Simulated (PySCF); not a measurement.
[OsO3(H2O)2]2+: from a saddle point downhill

PySCF 2.14.0, RKS BP86, Os def2-SVP with ECP60, O def2-SVP, H def2-SVP; non-relativistic Hamiltonian with scalar-relativistic core potentials where named; density fitting; no spin-orbit coupling. Relaxed within the symmetry of its start, the geometry (C2v) is

```xyz
10

Os   -0.0089    0.0000    0.0000
O    -0.9122    0.0000    1.4537
O    -0.9122    0.0000   -1.4537
O     1.7104    0.0000    0.0000
O     0.0943    2.0651    0.0000
H     0.9510    2.5733    0.0000
H    -0.6900    2.6795    0.0000
O     0.0943   -2.0651    0.0000
H    -0.6900   -2.6795    0.0000
H     0.9510   -2.5733    0.0000
```

and its lowest harmonic modes are -98, 31, 167, 196, 214, 268 cm⁻¹ (negative: unstable). It was moved along the lowest mode and relaxed again, within the group Cs that the move left.

Question: Where does it end, and how much lower?

Answer: In Cs, 0.010 eV lower, after 8 steps:
```xyz
10

Os    0.0284    0.0000    0.0334
O    -0.7723    0.0000    1.5426
O    -0.9502    0.0000   -1.3767
O     1.7460    0.0000    0.0241
O     0.1031    2.0649   -0.0793
H     0.8375    2.6136    0.3119
H    -0.6728    2.6381   -0.3309
O     0.1031   -2.0649   -0.0793
H    -0.6728   -2.6381   -0.3309
H     0.8375   -2.6136    0.3119
```

Question: How do the contacts change?

Answer: 
```tsv
contact	saddle (Å)	end (Å)
Os1–O2 (O)	1.711	1.708
Os1–O3 (O)	1.711	1.716
Os1–O4 (O)	1.719	1.718
Os1–O5 (H2O)	2.068	2.069
Os1–O8 (H2O)	2.068	2.069
```


Question: Is the end a minimum?

Answer: Yes; lowest modes 108, 150, 160, 173, 250, 285 cm⁻¹.

State: singlet.
